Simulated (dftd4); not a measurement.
acetone (C3H6O), singlet, at a GFN2-xTB geometry; D4 for tpss (dftd4).

The dftd4 input:
```
$ dftd4 mol.xyz --func tpss --charge 0 --json dftd4.json --noedisp --grad

# file mol.xyz
10

O     -0.00202356     0.00502782     1.40163302
C     -0.00028613     0.00071094     0.19819253
C     -0.00598572     1.26596943    -0.62421820
C      0.00777494    -1.27041500    -0.61510003
H      0.00018810     2.13672408     0.02569315
H     -0.00028442    -2.13648476     0.04102096
H     -0.89240581     1.29081337    -1.25420279
H      0.86770223     1.28962202    -1.27163889
H      0.89601009    -1.29976872    -1.24232811
H     -0.86404026    -1.29872071    -1.26485435
```

Problem. What does dftd4 print? Leave out banner, timings and long lists.

Solution. 
```
                    ____  _____ _____     ____  _  _
      -------------|  _ \|  ___|_   _|---|  _ \| || |------------
     |             | | | | |_    | | ___ | | | | || |_           |
     |             | |_| |  _|   | ||___|| |_| |__   _|          |
     |             |____/|_|     |_|     |____/   |_|            |
     |             ===================================           |
     |            E. Caldeweyher, S. Ehlert & S. Grimme          |
     |          Mulliken Center for Theoretical Chemistry        |
     |                    University of Bonn                     |
      -----------------------------------------------------------

Rational (Becke-Johnson) damping: tpss-D4-ATM
---------------------
  s6         1.0000
  s8         1.7660
  s9         1.0000
  a1         0.4282
  a2         4.5426
 alp        16.0000
--------------------

Dispersion energy:      -7.2494710119537E-03 Eh

Gradient norm:           5.4140445286352E-04 Eh/a0
--------------------------------------------------
     #    Z           dE/dx      dE/dy      dE/dz
--------------------------------------------------
     1    8 O    -4.452E-07  1.106E-06  3.083E-04
     2    6 C    -4.528E-08  1.125E-07  3.136E-05
     3    6 C    -1.457E-06  2.503E-04 -1.031E-04
     4    6 C     1.752E-06 -2.510E-04 -1.013E-04
     5    1 H    -1.792E-07  7.156E-05  5.213E-06
     6    1 H     1.634E-07 -7.152E-05  5.727E-06
     7    1 H    -3.003E-05  8.842E-05 -3.660E-05
     8    1 H     2.880E-05  8.848E-05 -3.720E-05
     9    1 H     3.014E-05 -8.868E-05 -3.588E-05
    10    1 H    -2.869E-05 -8.874E-05 -3.665E-05
--------------------------------------------------

Virial:
--------------------------------------------------
      component           x          y          z
--------------------------------------------------
          x       1.958E-04 -1.576E-05 -1.706E-06
          y      -1.576E-05  2.646E-03 -4.434E-06
          z      -1.706E-06 -4.434E-06  1.416E-03
--------------------------------------------------

[Info] Dispersion results written to 'dftd4.txt'
[Info] JSON dump of results written to 'dftd4.json'
```
